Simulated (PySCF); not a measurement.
This PySCF input asks for the NMR shieldings of `[SiH2]([SiH2]SCC[SiH3])[SiH3]`, C₂H₁₄SSi₄; the geometry comes from GFN2-xTB.

```python
import basis_set_exchange as bse
import numpy as np
from pyscf import gto, dft
from pyscf.prop import nmr

atoms = """
Si    4.314041    0.964715   -0.156664
C     2.539056    1.083697    0.517894
C     1.623791    0.044847   -0.090897
S    -0.087721    0.232028    0.540587
Si   -1.017658   -1.474063   -0.380260
Si   -3.268463   -1.352117    0.116470
Si   -4.391615    0.569197   -0.537022
H     5.123063    2.006128    0.474940
H     4.297343    1.151608   -1.609058
H     4.868270   -0.356229    0.147331
H     2.127883    2.075096    0.317833
H     2.536738    0.962768    1.602950
H     1.573168    0.147340   -1.175290
H     1.952976   -0.964786    0.156612
H    -0.683171   -1.355734   -1.804879
H    -0.229667   -2.622370    0.082926
H    -3.848865   -2.545193   -0.523476
H    -3.463182   -1.607282    1.551415
H    -3.817074    1.777831    0.052881
H    -5.809932    0.543810   -0.166850
H    -4.347902    0.735652   -1.993535
"""
names = dict.fromkeys(["Si", "C", "S", "H"], "pcSseg-1")
basis = {el: gto.basis.parse(bse.get_basis(n, elements=[el], fmt="nwchem")) for el, n in names.items()}
mol = gto.M(atom=atoms, basis=basis, charge=0, verbose=0)
mf = dft.RKS(mol, xc="PBE0")
mf.grids.level = 2
mf.grids.alignment = dft.numint.BLKSIZE   # the property module wants whole blocks of grid points
mf.conv_tol = 1e-9
mf.kernel()

calc = nmr.RKS(mf)   # GIAO
C = mf.mo_coeff
Co = C[:, mf.mo_occ > 0]
resp = mf.gen_response(singlet=True, hermi=2)
def vind(x):   # induced exchange potential for any number of trial vectors
    d = np.einsum("pi,xij,qj->xpq", C, 2 * x.reshape(-1, C.shape[1], Co.shape[1]), Co, optimize=True)
    return np.einsum("xpq,pi,qj->xij", resp(d - d.transpose(0, 2, 1)), C, Co, optimize=True).ravel()
mo1, _ = nmr.rhf.solve_mo1(calc, with_cphf=vind)
sigma = calc.kernel(mo1)
for i, s in enumerate(sigma):   # ppm
    print("%2d %-2s %9.2f" % (i, mol.atom_pure_symbol(i), np.trace(s) / 3))
```

**Question.** What does it print?

**Answer.** 
```
 0 Si    420.90
 1 C     172.82
 2 C     149.43
 3 S     663.12
 4 Si    399.54
 5 Si    480.41
 6 Si    464.37
 7 H      27.72
 8 H      27.92
 9 H      27.92
10 H      30.53
11 H      30.50
12 H      29.10
13 H      29.25
14 H      27.06
15 H      26.87
16 H      28.30
17 H      28.25
18 H      28.09
19 H      28.09
20 H      28.17
```

These numbers come from an equivalent density-fitted implementation of the same equations, which agrees with the script to about 0.01 ppm for H and up to a few tenths of a ppm for heavy atoms, so last digits may differ.

**Question.** Turn these shieldings into chemical shifts. Scale: TMS for ²⁹Si (σ = 349.16 ppm), ¹³C (σ = 186.93 ppm), ¹H (σ = 31.72 ppm); ³³S (σ = 503.73 ppm) against CS2 (reference shieldings calculated alike).

**Answer.** Averaging equivalent atoms: Si 4: -50.4; Si 0: -71.7; Si 6: -115.2; Si 5: -131.2; C 2: 37.5; C 1: 14.1; S 3: -159; H 14/15: 4.75; H 7/8/9: 3.86; H 18/19/20: 3.60; H 16/17: 3.44; H 12/13: 2.54; H 10/11: 1.20 ppm. 

Size and cost of the density-fitted run: 224 basis functions, 84 s wall time on 1 thread of an Arm Neoverse N1, shared host; peak memory 1.1 GiB.
